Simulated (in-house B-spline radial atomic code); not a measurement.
# RPA and G0W0 on PBEsol: Mn VIII (Mn7+)

Configuration [Ne] 3s2 3p6, mean-field start PBEsol. Computed with an all-electron radial atomic-structure program (B-spline basis): all electrons, non-relativistic, point nucleus, each spin shell either full or empty, empty states to l = 9 with an (l + 1/2)⁻⁴ tail; G0W0 by contour deformation at full frequency.

Command:
```bash
python run_gw.py task.json out
```
Settings (radii: box in bohr, nucleus in fm):
```
Z                        25
electrons                18
configuration            [Ne] 3s2 3p6
hamiltonian              nr
method                   pbesol
lmax                     9
spin_polarised           False
box_radius               8.41
intervals                48
```

Cost of the run: 1.5 s on 1 thread of Intel(R) Xeon(R) Platinum 8488C (shared host).

Energies (hartree):

```csv
term,value
mean-field total,-1134.99134
Hartree-Fock functional on these orbitals,-1135.54887
direct second order,-1.447
second-order exchange,0.48039
SOSEX correction,0.43794
```

(1) What is the RPA correlation energy, and what remains with SOSEX?

Quasi-particle levels (eV):

| level | occupied | mean field | Σx - vxc | Σc | QP weight | G0W0 |
| --- | --- | --- | --- | --- | --- | --- |
| 3p | yes | -182.48 | -12.90 | ? | ? | ? |
| 2p | yes | -774.95 | -49.22 | 11.88 | 0.898 | -812.29 |
| 3d | no | -132.48 | 15.72 | -3.43 | 0.970 | -120.19 |

G0W0 = mean field + (Σx - vxc) + Σc, with Σc (partial-wave tail included) taken at the quasi-particle energy. Only the outer levels were computed. Levels of low weight are left out.

(2) Where does G0W0 put 3p?

## Answers

(1) RPA gives -1.2624 hartree (-1.91 eV per electron); RPA + SOSEX gives -0.82446, and the second-order doubles -0.96663 hartree (no singles). RPA lacks exchange-type terms and so overcorrelates at short range.

(2) At -195.64 eV, with Σc = -0.27 eV and a quasi-particle weight of 0.956. The tabulated removal energy is 195.5 ± 0.3 eV (NIST, semi-empirical); the calculation leaves out relativity, Breit and QED terms, and what these don't explain is the method's own error.
